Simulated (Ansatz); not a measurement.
This Ansatz (a program for electronic structure) input (PBE/def2-TZVPP) gives -1.16612 Eh with 28 basis functions.

Ansatz 0.2 input:
```yaml
crystal:
  periodic: [false, false, false]
  atoms:
    - {symbol: H, position_ang: [-1.61867935, 1.70891398, 2.11677662]}
    - {symbol: H, position_ang: [-2.00298331, 2.12452733, 2.59940128]}
basis:
  gaussian:
    orbitals: def2-TZVPP
hamiltonian:
  xc: {name: PBE}
magnetization: {spin_polarized: false}
```

Change:
```diff
- orbitals: def2-TZVPP
+ orbitals: aug-pcseg-3
```

### Question
What does the run give now?

### Answer
-1.16669 Eh (PBE/aug-pcseg-3, 98 functions), a change of -0.57 mEh.
